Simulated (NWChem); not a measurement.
# Total energies of Ge

```
Ge
```
Charge 0, spin multiplicity 3.

Program: NWChem.

Basis set: def2-SVP (32 functions).

| method | total energy (Ha) |
|---|---|
| UHF | -2075.05805 |
| UMP2 | -2075.22946 |
| UB2PLYP | -2076.28528 |
| UPBE | -2076.34106 |
| UB3LYP | -2076.70395 |
| UM06-2X | -2076.66789 |

Total energies of different functionals aren't comparable as a measure of quality: only differences taken within one method are. 

The Hamiltonian is non-relativistic. The correlated methods keep 9 core orbitals frozen. B3LYP has NWChem's definition, with VWN1-RPA local correlation. The stability of the SCF solutions was not checked. Open-shell Hartree-Fock references start from PBE0 orbitals.
